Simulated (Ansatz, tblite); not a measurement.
Forces on ZnBr₂ at its PBE0-D4/def2-TZVP geometry. Total charge 0; singlet.

The xTB rows come from tblite. The structure comes from a short search, and lower isomers may exist.

GFN1-xTB (tblite), largest force 0.67 eV/Å:

```xyz
3
positions Å, forces eV/Å
Zn    0.000    0.000    0.001    0.000    0.000    0.000
Br    2.114    0.652    0.237    0.637    0.197    0.072
Br   -2.114   -0.652   -0.238   -0.638   -0.197   -0.072
```

GFN2-xTB (tblite), largest force 0.45 eV/Å:

```
Zn 0.000 0.000 0.000
Br 0.425 0.131 0.048
Br -0.425 -0.131 -0.048
```

revPBE-D4/def2-TZVP (Ansatz), largest force 0.30 eV/Å:

```
Zn 0.000 0.000 -0.001
Br 0.281 0.087 0.032
Br -0.281 -0.087 -0.031
```
